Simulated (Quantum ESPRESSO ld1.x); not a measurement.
The numbers below are computed, except where a source is named.
The aim is neutral manganese in [Ar] 3d5 4s2. This ld1.x (Quantum ESPRESSO 7.5) run was made with `OMP_NUM_THREADS=1 ld1.x < ld1.in > ld1.out`. Can the result be used? Name any fault.

```
 &input
    zed=25.0,
    iswitch=1,
    rel=1,
    lsd=1,
    dft='SLA-VWN',
    config='[Ar] 3d5 4s2 1p1',
    verbosity='high',
    prefix='ld1',
    max_out_wfc=37,
    file_charge='ld1.rho',
 /
```

Output (excerpt):

```
     Program LD1 v.7.5 starts

 %%%%%%%%%%%%%%%%%%%%%%%%%%%%%%%%%%%%%%%%%%%%%%%%%%%%%%%%%%%%%%%%%%%%%%%%%%%%%%
     Error in routine el_config (8):
     main/angular quantum number mismatch
 %%%%%%%%%%%%%%%%%%%%%%%%%%%%%%%%%%%%%%%%%%%%%%%%%%%%%%%%%%%%%%%%%%%%%%%%%%%%%%

     stopping ...
```

Answer. No (refused). The line at issue: config='[Ar] 3d5 4s2 1p1'. The program stops in el_config with "main/angular quantum number mismatch": l must be smaller than n. The sound input gives -1156.3445 hartree.
